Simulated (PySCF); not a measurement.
A structure optimised at PBE-D3(BJ)/def2-SVP, used in a PySCF frequency run:

```
C
H 1 1.1116
H 1 1.1122 2 107.00
Si 1 1.8615 2 108.73 3 115.87
F 4 1.6355 1 108.95 2 -167.09
H 4 1.4952 5 107.37 1 -124.73
Si 1 1.9039 2 108.68 3 -117.69
H 7 1.5010 1 110.20 2 -49.10
H 7 1.5026 8 109.44 1 121.10
H 7 1.5046 8 108.91 9 118.95
Cl 4 2.0747 6 108.21 5 115.87
```

### Question
Write its SMILES and formula.

### Answer
F[Si@H](Cl)C[SiH3], CH6ClFSi2

### Question
What are its rotational constants (standard atomic weights)?

### Answer
2.9007, 1.5940, 1.2425 GHz
